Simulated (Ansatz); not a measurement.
Basis-set extrapolation for `CC(S)BO` (PBE0-D4/def2-TZVP geometry, frozen core, Ansatz 0.2.0). Multiplicity 1, RHF reference.

```
                      def2-TZVPP   def2-QZVPP
                 HF  -577.023457  -577.043299
    MP2 correlation    -0.871409    -0.935030
CCSD(T) correlation    -0.957625      not run
```

Energies in hartree. Use E(X) = E(∞) + A·exp(−7.88·√X) for Hartree–Fock and E(X) = E(∞) + B·X^(−2.97) for correlation, with X = 3 and 4, and add CCSD(T) minus MP2 of the smaller set to the MP2 limit.

Problem. What is the CCSD(T) energy at the basis-set limit?

Solution. HF limit: -577.043299 + (-0.019842) × 0.13774 = -577.04603. MP2 limit: -0.935030 + (-0.063621) × 0.74074 = -0.98216. Higher-order term: -0.957625 − (-0.871409) = -0.08622. Total: -578.11441 hartree, 350.1 kJ/mol below CCSD(T)/def2-TZVPP.
